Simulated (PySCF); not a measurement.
# Electron correlation in Pb (lead, neutral)

[Xe] 4f14 5d10 6s1 6p3, high-spin 5S determinant (an excited configuration). All numbers are calculated (PySCF 2.14, the spin-free X2C one-electron Hamiltonian (Gaussian nucleus), in x2c-TZVPPall). Frozen: [Xe] 4f14 5d10; 4 electrons correlated.

| level | correlation energy (mhartree) |
| --- | --- |
| CCSD | -17.55 |
| (T) | -0.20 |
| CCSD(T) | -17.75 |

Diagnostics: T1 = 0.0030, D1 = 0.0045, largest double amplitude 0.050.

Is a single reference adequate?

Yes, within this model without spin-orbit coupling: T1 lies below 0.03 and no double amplitude reaches 0.07.

Spin-orbit coupling is strong in this species, so the high-spin LS determinant is a model state.
